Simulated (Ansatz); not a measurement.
`C=NB(O)F` and `OB(F)[SiH2]S` differ in one atom or group.

Ansatz, PBE0-D4/def2-TZVP geometries, multiplicity 1. Each molecule was computed in one conformer, which needn't be the lowest.

| property | `C=NB(O)F` |
| --- | --- |
| HOMO energy (B3LYP/def2-TZVPP) / eV | -7.44 |
| HOMO energy (ωB97M-V/def2-TZVPP) / eV | -9.99 |
| LUMO energy (PBE0/def2-TZVPP) / eV | -1.13 |
| HOMO–LUMO gap (PBE0/def2-TZVPP) / eV | 6.52 |
| LUMO energy (B3LYP/def2-TZVPP) / eV | -1.40 |
| HOMO–LUMO gap (ωB97M-V/def2-TZVPP) / eV | 11.14 |

Q: What does the change do to each property? (Estimate.)

A: The calculation gave: 
| property | `OB(F)[SiH2]S` | shift |
| --- | --- | --- |
| HOMO energy (B3LYP/def2-TZVPP) / eV | -7.06 | 0.38 |
| HOMO energy (ωB97M-V/def2-TZVPP) / eV | -9.49 | 0.50 |
| LUMO energy (PBE0/def2-TZVPP) / eV | -0.72 | 0.41 |
| HOMO–LUMO gap (PBE0/def2-TZVPP) / eV | 6.59 | 0.07 |
| LUMO energy (B3LYP/def2-TZVPP) / eV | -0.92 | 0.48 |
| HOMO–LUMO gap (ωB97M-V/def2-TZVPP) / eV | 10.77 | -0.37 |

With PBE0 the HOMO rises by 0.34 eV and the LUMO rises by 0.41 eV, so the gap widens by about 0.07 eV. PBE moves the HOMO by 0.12 eV and ωB97M-V by 0.50 eV.

B3LYP here is the variant with VWN-RPA as its local correlation; programs differ in this.
